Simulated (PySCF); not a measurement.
F₃OSi, SMILES [O][Si](F)(F)F, multiplicity 2.

The structure is a stationary point at PBE-D3(BJ)/def2-SVP. The isomer is the one that the SMILES or the coordinates give; other isomers of the formula were not compared.

The numbers are results of PySCF with PBE-D3(BJ)/def2-SVP, not measurements.

Frequencies are harmonic and unscaled.

```csv
mode,ν (cm⁻¹),IR (km/mol),moving atoms (share of kinetic energy)
1,118,0.0,"F 68 %, O 32 %"
2,219,3.4,"F 58 %, O 40 %"
3,318,35.0,"F 71 %, Si 21 %"
4,335,33.4,"F 63 %, Si 23 %, O 14 %"
5,353,45.1,"F 58 %, Si 24 %, O 19 %"
6,733,0.8,"F 67 %, O 33 %"
7,916,80.9,"Si 47 %, F 27 %, O 27 %"
8,974,164.5,"F 51 %, Si 49 %"
9,989,168.4,"Si 51 %, F 44 %"
```
